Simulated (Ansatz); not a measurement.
The same path of C2H6FGa + ClH (12 atoms, charge 0, multiplicity 1) was run twice with different band settings. Lost on the way: H5–Cl6. Made: F2–H5.

Theory: RKS B3LYP-D4/def2-SVP (Ansatz).

Relaxed end points:

```xyz
12
Properties=species:S:1:pos:R:3
Ga 0.213 0.178 0.024
F 1.670 -0.289 1.054
C 0.524 -0.233 -1.869
C -1.064 1.212 1.094
H 0.952 -1.699 1.352
Cl -0.127 -2.458 1.115
H 0.443 0.674 -2.489
H 1.524 -0.671 -2.001
H -0.229 -0.957 -2.219
H -1.310 0.651 2.009
H -0.604 2.169 1.389
H -1.991 1.422 0.540
```

```xyz
12
Properties=species:S:1:pos:R:3
Ga -0.176 -0.179 -0.006
F 1.729 -0.506 1.186
C 0.504 -0.254 -1.847
C -1.079 1.165 1.104
H 1.333 -1.361 1.376
Cl -0.437 -2.284 0.849
H 0.507 0.736 -2.327
H 1.531 -0.651 -1.841
H -0.122 -0.938 -2.441
H -1.102 0.839 2.154
H -0.571 2.139 1.036
H -2.117 1.294 0.758
```

Common settings: spring 5.0 eV/Å²; optimiser quadratic models (default); start path through a guess of the saddle point; force threshold 0.05 eV/Å; iteration limit 60; end points relaxed.

| run | movable images | climbing image |
| --- | --- | --- |
| 1 | 5 | yes |
| 2 | 2 | no |

(1) What does each run give, and how far can it be trusted?

Answers

(1) Run 1: converged after 8 iterations, highest image 0.016 eV above the first end. A vibrational analysis at the climbing image gives one clearly imaginary mode, 188i cm⁻¹: a first-order saddle point.
Run 2: converged after 9 iterations, highest image 0.000 eV above the first end. The highest image is an end point: on this band no image between the ends rises above it. So few images can step over the top or miss a turn of the path.
The orbitals stay closed-shell, which can raise the energy where a bond breaks towards radicals; this wasn't checked here.
